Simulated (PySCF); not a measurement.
O3Te, SMILES [Te+2](=O)([O-])[O-]. The structure is a stationary point at PBE-D3(BJ)/def2-SVP. The def2 effective core potentials stand for the cores of Te; spin–orbit coupling is left out.

### Question
Give the equilibrium geometry at PBE-D3(BJ)/def2-SVP (PySCF confirms it by a frequency run) as bond lengths and angles, and its point group. (An estimate is asked for; the answer gives what the named calculation found.)

### Answer
point group D3h.
Atoms: Te1 O2 O3 O4. Bond lengths (Å): Te1–O2 1.839, Te1–O3 1.839, Te1–O4 1.839. Angles (°): O2–Te1–O3 120.0, O2–Te1–O4 120.0, O3–Te1–O4 120.0.
